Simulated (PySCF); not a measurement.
C2H6BrNSi, singlet, geometry from GFN2-xTB, atoms displaced at random by about 0.08 Å a coordinate; PBE/STO-3G, gradient run with PySCF.

Here is a job for PySCF.
```python
from pyscf import gto, scf, dft

mol = gto.M(
    atom='''
Si   -0.40842874   -0.17390192    0.74591787
N    -0.02077528   -2.12877711    0.78933322
Br    1.36769009    0.76751405   -0.28419377
C    -1.84954490    0.07791025   -0.57184604
C    -2.89156828   -0.74290405   -0.84678708
H    -0.66693014    0.13684072    2.03603725
H    -0.27760234   -2.62142563   -0.13341701
H     0.46983734   -2.55769243    1.22040201
H    -1.92432952    1.06261195   -0.99117346
H    -3.74888927   -0.58721720   -1.53879471
H    -2.88249208   -1.69115975   -0.37424582
''',
    basis='sto-3g',
    verbose=3,
)

mf = dft.RKS(mol)
mf.xc = 'pbe'
mf.kernel()
g = mf.nuc_grad_method()
grad = g.kernel()
```

### Question
Write the output that PySCF gives for this input, abridged.

### Answer

```
converged SCF energy = -2964.12863421742
--------------- RKS gradients ---------------
         x                y                z
0 Si    -0.0204573565     0.1222634193     0.0952196243
1 N     0.3970588030    -0.3684220151     0.3541241684
2 Br     0.0040959605    -0.0047395698    -0.0098348161
3 C     0.0063444623     0.0145166424    -0.0312004555
4 C    -0.0173948428    -0.0170737298     0.0030928314
5 H     0.0099171976    -0.0248213454    -0.0590892102
6 H    -0.0106049222    -0.0179121400    -0.0301999670
7 H    -0.3575405048     0.2932235847    -0.3183242065
8 H    -0.0075616466    -0.0268261174     0.0135431984
9 H    -0.0094629207    -0.0087694226    -0.0026516458
10 H     0.0057087112     0.0385832956    -0.0146245724
----------------------------------------------
```
